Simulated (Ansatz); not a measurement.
Coupled-cluster diagnostics for W(NH)2(NH2)2 (WN₄H₆), Ansatz.

Geometry of the singlet (PBE-D4/def2-SVP):

```xyz
11

W     0.164   -0.133    0.030
N     1.677    0.424    0.778
H     2.633    0.352    1.138
N     0.073   -1.839   -0.462
H     0.397   -2.801   -0.591
N    -0.087    0.942   -1.605
H    -0.576    0.616   -2.443
H     0.315    1.871   -1.755
N    -1.264    0.149    1.361
H    -1.222    0.837    2.118
H    -2.112   -0.419    1.430
```

In the def2 sets W takes a core potential; there is no spin–orbit coupling. Correlated methods freeze 4 core orbitals; core or outer-core shells of W are correlated, in sets that lack core-valence functions.

Task: Estimate the CCSD(T) correlation energy, the shares of MP2 and (T), T1 and the reference's ⟨S²⟩ for: charge 0, singlet, own geometry in def2-TZVP; and the rough time on 4 threads of Arm Neoverse V2 on a shared host.

Result: 
| state | basis | correlation (eV) | MP2 share (%) | (T) share (%) | T1 | ⟨S²⟩ (pure) | wall time | remarks |
| --- | --- | --- | --- | --- | --- | --- | --- | --- |
| charge 0, singlet, own geometry | def2-TZVP | -36.129 | 97.9 | 5.2 | 0.018 | 0.00 (0.00) | 2.4 min | test for broken spin undecided |
Customary marks for T1 are 0.02 (closed shells), 0.045 (open shells) and about 0.05 (3d metals). T1 stays under 0.02 throughout.
